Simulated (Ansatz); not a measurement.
`C[CH2][Al]([OH])[SH]` + `NCF` → `CCNCF` + `[OH][AlH][SH]`  (substitution at a C–Al bond)

Calculated with Ansatz (gas phase, PBE0-D4/def2-TZVP geometries, no zero-point term in ΔE). CCSD(T)/CBS adds triple-zeta CCSD(T) − MP2 to the extrapolated MP2 energy (def2 sets, frozen cores). DFT in def2-TZVPP. One conformer a species, not always the lowest.

| level | ΔE (kJ/mol) | difference from CCSD(T)/CBS |
| --- | --- | --- |
| revPBE-D4 | 54.8 | -1.8 |
| BLYP | 56.9 | 0.3 |
| CAM-B3LYP | 52.0 | -4.6 |
| RPA@PBE/def2-TZVPP | 49.0 | -7.6 |
| CCSD(T)/def2-SVP | 40.7 | -15.9 |
| HF/def2-TZVPP | 47.2 | -9.4 |
| HF/def2-QZVPP | 46.9 | -9.7 |
| MP2/def2-QZVPP | 59.6 | 3.0 |
| SCS-MP2/def2-QZVPP | 55.4 | -1.2 |
| CCSD/CBS(def2) | 56.1 | -0.5 |
| CCSD(T)/CBS | 56.6 | 0 |

Largest T1 diagnostic among the species: 0.012.

From BLYP to BHLYP (50 % exact exchange), in def2-TZVPP and without D4, ΔE moves by −4.0 kJ/mol. In def2-TZVPP, CCSD(T) changes the Hartree–Fock value by +7.4 kJ/mol (the triples alone add +0.6 kJ/mol) and MP2 by +11.3 kJ/mol.
